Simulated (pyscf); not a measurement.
**`[CH2-][OH]`, singlet**

Gas-phase minimum from PySCF at ωB97X-D3(BJ)/def2-SVPD, one conformer. H₂C⁻–OH lies 32.9 kcal/mol over its isomer H₃C–O⁻ (electronic energy, ωB97M-D3(BJ)). 

```xyz
5

C     -0.0149     0.1256    -0.3234
O      1.2422     0.8416     0.1199
H      1.6034     0.2446     0.7712
H     -0.8176     0.8949    -0.1932
H      0.0845     0.0808    -1.4374
```
Charge -1, spin multiplicity 1.

Bond lengths (Å): C1–O2 1.513, C1–H4 1.119, C1–H5 1.119, O2–H3 0.954. Bond angles (°): O2–C1–H4 103.7, O2–C1–H5 103.7, H4–C1–H5 101.9, C1–O2–H3 102.6.

Properties at ωB97X-D3(BJ)/def2-SVPD:

| Quantity | Value |
|---|---|
| Harmonic wavenumbers, unscaled | 369, 831, 1021, 1212, 1214, 1463, 2863, 2883, 3979 cm⁻¹ |
| Zero-point energy | 22.6 kcal/mol |
| Rotational symmetry number | 1 |
| Entropy of this conformer at 298 K and 1 atm, rigid rotor and harmonic oscillator, modes under 100 cm⁻¹ raised to 100 | 235.9 J/(mol K) |
| Dipole moment | depends on origin |

Single-point totals, which compare only within one level (frozen core for MP2 and CC):

```json
[
 {"level": "ωB97X-D3(BJ)/def2-TZVPD", "total energy (hartree)": "-115.13001"},
 {"level": "PBE/def2-TZVPD", "total energy (hartree)": "-114.96290"},
 {"level": "r²SCAN/def2-TZVPD", "total energy (hartree)": "-115.02875"},
 {"level": "B3LYP-D3(BJ)/def2-TZVPD", "total energy (hartree)": "-115.10622"},
 {"level": "PBE0-D3(BJ)/def2-TZVPD", "total energy (hartree)": "-114.96254"},
 {"level": "M06-2X/def2-TZVPD", "total energy (hartree)": "-115.04220"},
 {"level": "ωB97M-D3(BJ)/def2-TZVPD", "total energy (hartree)": "-115.12298"},
 {"level": "HF/def2-TZVPPD", "total energy (hartree)": "-114.40510"},
 {"level": "MP2/def2-TZVPPD", "total energy (hartree)": "-114.85068"},
 {"level": "CCSD/def2-TZVPPD", "total energy (hartree)": "-114.86400"},
 {"level": "CCSD(T)/def2-TZVPPD", "total energy (hartree)": "-114.88247"}
]
```

The CCSD(T) − MP2 part came from Ansatz, without density fitting, on the same reference.
